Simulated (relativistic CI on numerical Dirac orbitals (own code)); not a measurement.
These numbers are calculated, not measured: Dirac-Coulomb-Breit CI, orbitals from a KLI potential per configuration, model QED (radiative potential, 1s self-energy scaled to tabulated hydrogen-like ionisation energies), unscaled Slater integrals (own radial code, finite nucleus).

The strongest absorption lines from the ground level of an ion, among the configurations computed and to levels below about 2740 eV (vacuum wavelength in Å, gf): 4.5224 (0.018), 4.5767 (0.031), 4.6802 (0.062), 4.6828 (0.00038), 4.9202 (0.16), 4.9273 (0.00099), 5.7622 (0.77), 5.7966 (0.0045).

Which ion is it?
A. P11+
B. K17+
C. P13+
D. Al11+

C. P13+ has 2 electrons and the ground level 1s² ¹S0; the strongest line goes to 1s2p ¹P°1. The pattern of lines fixes the number of electrons, and along that sequence the line energies rise steadily with the charge (about as its square where n changes within one kind of shell, about linearly where n is kept but much faster in heavy ions where fine structure, which grows about as Z⁴, sets the gap, and irregularly where shells cross), which fixes Z. Configurations outside the model, such as inner-shell arrays, can give stronger lines. At this charge energies of transitions that change n are usually good to better than 1 %, and those within a shell (Δn = 0) to a few per cent.

LS names give the leading component of a level, which can be under half, so a name can repeat, a term be missing and a line seem to break the LS rules.
